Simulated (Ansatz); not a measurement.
Reaction (redistribution): `FBC(F)Cl` + `[SiH3]C[SiH2]Cl` → `FB[SiH2]Cl` + `FC(Cl)C[SiH3]`

Gas-phase electronic energies from Ansatz, PBE0-D4/def2-TZVP geometries. CBS: MP2 limit from def2 TZ/QZ plus the TZ coupled-cluster correction, frozen cores. DFT in def2-TZVPP. Each species was taken in one conformer, which may not be the lowest.

`FBC(F)Cl`:

Z-matrix (Å, degrees):
```
C
B 1 1.578
Cl 1 1.802 2 97.2
F 1 1.356 2 114.7 3 115.7
H 1 1.091 2 118.3 3 -113.0
F 2 1.317 1 118.2 3 91.8
H 2 1.193 1 121.5 3 -86.2
```

`[SiH3]C[SiH2]Cl`:

Cartesian coordinates in Å:
```
Si -0.973 -1.281 0.337
C 0.433 -0.065 0.593
Si 0.582 1.224 -0.735
Cl 2.164 2.483 -0.334
H -1.013 -2.270 1.446
H -2.273 -0.560 0.293
H -0.793 -2.010 -0.946
H 0.295 0.438 1.556
H 1.375 -0.621 0.648
H 0.840 0.600 -2.055
H -0.640 2.061 -0.803
```

`FB[SiH2]Cl`:

Cartesian coordinates in Å:
```
F 2.123 0.428 0.153
B 1.123 -0.139 -0.488
Si -0.782 0.013 0.208
Cl -0.875 1.107 1.950
H 1.393 -0.744 -1.492
H -1.644 0.674 -0.807
H -1.337 -1.340 0.476
```

`FC(Cl)C[SiH3]`:

Z-matrix (Å, degrees):
```
C
Cl 1 1.787
C 1 1.501 2 111.9
F 1 1.365 2 107.9 3 121.6
H 1 1.091 2 105.5 3 -123.4
Si 3 1.891 1 113.3 2 177.0
H 3 1.094 1 109.3 2 54.6
H 3 1.093 1 108.7 2 -62.1
H 6 1.483 3 111.3 1 -70.5
H 6 1.486 3 108.2 1 169.2
H 6 1.487 3 109.4 1 50.5
```

```csv
level,ΔE (kJ/mol)
PBE,62.9
HF/def2-TZVPP,65.5
HF/def2-QZVPP,65.5
HF/CBS(def2),65.5
```

(1) What does CCSD(T)/CBS give? (Estimate.)

Largest T1 diagnostic among the species: 0.013.

Answers

(1) The calculation gave: +66.6 kJ/mol. The listed levels differ from it by -3.7, -1.1, -1.1, -1.1 kJ/mol.
